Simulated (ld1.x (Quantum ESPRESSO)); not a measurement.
## How hard is this silver ultrasoft potential?

ld1.x (Quantum ESPRESSO) 7.5 input, shortened:

```
&input
   title='Ag', zed=47., rel=2, dft='PW91', iswitch=3,
   config='[Kr] 4d10 5s1 5p0', rel_dist='average'
 /
 &inputp
   pseudotype=3, tm=.true., lloc=-1, rcloc=2.30,
   nlcc=.true., rcore=1.10,
   which_augfun='PSQ', rmatch_augfun_nc=.true.
 /
6
5S  1  0   1.00   0.00  2.05  2.45  0.0
5S  1  0   0.00   1.00  2.05  2.45  0.0
4P  2  1   6.00   0.00  1.40  1.85  0.0
5P  3  1   0.00   0.00  1.40  1.85  0.0
4D  3  2  10.00   0.00  1.55  1.95  0.0
4D  3  2   0.00   3.25  1.55  1.95  0.0
 &test
   configts(1)='4p6 4d10 5s1 5p0'
 /
```

Open shells are filled in proportion to 2j + 1 (rel_dist='average').

The pseudo-atom Hamiltonian at the reference potential is diagonalised in spherical Bessel functions j_l(qr) that vanish at 20 bohr, with q² up to the cutoff. All-electron valence levels (Ry): 5s -0.3280, 4p1/2 -4.5656, 5p1/2 -0.0640, 4p3/2 -4.1907, 5p3/2 -0.0559, 4d3/2 -0.5765, 4d5/2 -0.5354.

How do the lowest levels (Ry) of each channel move with the cutoff, and are there ghosts?

| cutoff (Ry) | s #1 | s #2 | p1/2 #1 | p1/2 #2 | p3/2 #1 | p3/2 #2 | p3/2 #3 | d3/2 #1 | d5/2 #1 | d5/2 #2 | f #1 | f #2 | Σ f·Δε (mRy) |
| --- | --- | --- | --- | --- | --- | --- | --- | --- | --- | --- | --- | --- | --- |
| 8 | -0.3280 | 0.0105 | -4.1917 | -0.0255 | -3.8208 | -0.0239 | 0.0765 | 0.0622 | 0.0621 | 0.1383 | 0.1166 | 0.2355 | 8368.2 |
| 12 | -0.3281 | 0.0105 | -4.4711 | -0.0320 | -4.0975 | -0.0301 | 0.0734 | -0.0763 | -0.0586 | 0.0707 | 0.1166 | 0.2355 | 5423.9 |
| 18 | -0.3281 | 0.0105 | -4.5544 | -0.0372 | -4.1799 | -0.0348 | 0.0712 | -0.5271 | -0.4875 | 0.0659 | 0.1166 | 0.2355 | 551.0 |
| 25 | -0.3281 | 0.0105 | -4.5648 | -0.0452 | -4.1899 | -0.0417 | 0.0683 | -0.5734 | -0.5325 | 0.0658 | 0.1166 | 0.2355 | 35.6 |
| 35 | -0.3281 | 0.0105 | -4.5652 | -0.0619 | -4.1904 | -0.0545 | 0.0635 | -0.5759 | -0.5349 | 0.0658 | 0.1166 | 0.2355 | 7.7 |
| 45 | -0.3281 | 0.0105 | -4.5655 | -0.0634 | -4.1906 | -0.0555 | 0.0632 | -0.5764 | -0.5354 | 0.0658 | 0.1166 | 0.2355 | 1.6 |
| 55 | -0.3281 | 0.0105 | -4.5655 | -0.0637 | -4.1907 | -0.0557 | 0.0631 | -0.5764 | -0.5354 | 0.0658 | 0.1166 | 0.2355 | 1.0 |
| 70 | -0.3281 | 0.0105 | -4.5655 | -0.0639 | -4.1907 | -0.0559 | 0.0631 | -0.5765 | -0.5355 | 0.0658 | 0.1166 | 0.2355 | 0.3 |
| 400 | -0.3281 | 0.0105 | -4.5656 | -0.0640 | -4.1907 | -0.0559 | 0.0630 | -0.5765 | -0.5355 | 0.0658 | 0.1166 | 0.2355 | 0.0 |

Result: no extra level below or beside the all-electron valence levels (s, p1/2, p3/2, d3/2, d5/2, f tested); 10 mRy is reached at 35 Ry and 1 mRy at 55 Ry.

Test run stopped at test 3 of 7 (negative rho), 1 before it not solved.
